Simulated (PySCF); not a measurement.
C2H6BNO (SMILES C=CB(N)O), singlet, at a GFN2-xTB geometry. Base run: PBE0/6-31G run with PySCF.

PySCF was given this input:
```python
from pyscf import gto, scf, dft, solvent

mol = gto.Mole()
mol.atom = '''
    B     0.20544647    0.40075976    0.18387535
    C    -0.63979262   -0.44908005   -0.82976171
    C    -0.84183554   -1.75547161   -0.72124392
    H    -1.08750887    0.06780248   -1.67292368
    H    -1.42810333   -2.32149225   -1.42991627
    H    -0.41713718   -2.30955832    0.09933080
    O     0.78973301   -0.21734509    1.24427735
    H     1.28924768    0.35885703    1.82145901
    N     0.34293383    1.78579513   -0.02371383
    H     0.86562909    2.39968142    0.57803518
    H    -0.07799153    2.26641576   -0.79754988
'''
mol.basis = '6-31g'
mol.verbose = 4
mol.build()

mf = dft.RKS(mol)
mf.xc = 'pbe0'
mf.kernel()
```

Variants of this job, named by their change:

| change | ΔE vs base (kcal/mol) | dipole (D) | HOMO-LUMO gap (eV) |
|---|---|---|---|
| base | 0.000 | 2.95 | 7.37 |
| model = IEF-PCM; solvent = acetonitrile | -9.02 | 3.70 | 7.24 |
| model = COSMO; solvent = n-hexane | -3.25 | 3.19 | 7.35 |
| model = IEF-PCM; solvent = n-hexane; vdw_scale = 1.4 | -1.88 | 3.15 | 7.35 |
| model = IEF-PCM; solvent = n-hexane; vdw_scale = 1.1 | -4.14 | 3.23 | 7.34 |
| model = IEF-PCM; solvent = n-hexane | -3.14 | 3.21 | 7.34 |
| model = C-PCM; solvent = n-hexane | -4.16 | 3.27 | 7.34 |
| model = IEF-PCM; solvent = n-hexane; lebedev_order = 11 | -2.97 | 3.20 | 7.34 |
| model = IEF-PCM; solvent = 2-propanol | -8.63 | 3.67 | 7.25 |
| model = IEF-PCM; solvent = n-hexane; vdw_scale = 1.0 | -5.51 | 3.26 | 7.34 |
| model = IEF-PCM; solvent = n-hexane; lebedev_order = 41 | -3.15 | 3.21 | 7.34 |
| model = ddCOSMO; solvent = n-hexane | -2.92 | 3.21 | 7.34 |

The base is the gas phase, so ΔE is the electrostatic part of solvation at a fixed geometry, without cavity and dispersion terms.
